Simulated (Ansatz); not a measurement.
C₃H₁₀FNOSeZr, SMILES `C[O][Zr]([F])([SeH])[N](C)C`, 18 atoms. The species carries charge 0 and has multiplicity 1. Correlated methods freeze the filled d shell of Se. Correlated methods include outer-core shells of Zr, which these sets cover unevenly. Scalar relativity is left out up to krypton. Zr takes the def2 core potential. All runs use 4 threads of an AMD EPYC 7R13 on a shared host and a share of an NVIDIA H100 80 GB. Correlated methods freeze the cores. Open-shell runs search over several starts.

**Question.** Give the basis size and wall time and peak host memory of each of these runs in Ansatz. RKS BHLYP-D4/def2-TZVPP energy; RKS r2SCAN0-D4/def2-TZVPP energy; UHF-CCSD(T)/def2-TZVPP energy of the cation; RKS PBE0-D4/def2-SVP energy; RKS PBE-D4/def2-TZVPP energy and forces; UKS r2SCAN-D4/def2-TZVPP energy of the cation; RHF-CCSD(T)/def2-TZVPP energy; UKS B2PLYP (frozen core)/def2-TZVPP energy of the cation; UKS ωB97X-V/def2-TZVPP energy of the cation; RKS ωB97M-V/def2-SVP energy; RKS PBE0-D4/def2-TZVP relaxation (31 steps); RKS HSE06 (plane-wave form)-D4/def2-TZVPP energy. (An estimate is asked.)

**Answer.** Ansatz gave: Other jobs shared the machine, so times are rough.

```
                                    level                    job  functions  wall time  peak host memory (GiB)
                  RKS BHLYP-D4/def2-TZVPP                 energy        430      1.9 s                    0.96
RKS HSE06 (plane-wave form)-D4/def2-TZVPP                 energy        430      2.3 s                    0.96
                     RKS PBE0-D4/def2-SVP                 energy        197      2.8 s                    0.86
                RKS r2SCAN0-D4/def2-TZVPP                 energy        430        3 s                    0.99
                    RKS PBE-D4/def2-TZVPP      energy and forces        430      3.6 s                    0.95
                     RKS ωB97M-V/def2-SVP                 energy        197      4.8 s                       1
                 UKS r2SCAN-D4/def2-TZVPP   energy of the cation        430       11 s                     1.2
                   UKS ωB97X-V/def2-TZVPP   energy of the cation        430       16 s                     1.4
      UKS B2PLYP (frozen core)/def2-TZVPP   energy of the cation        430       19 s                     2.3
                   RHF-CCSD(T)/def2-TZVPP                 energy        430       26 s                    0.91
                    RKS PBE0-D4/def2-TZVP  relaxation (31 steps)        334       63 s                     1.1
                   UHF-CCSD(T)/def2-TZVPP   energy of the cation        430    4.3 min                     2.1
```
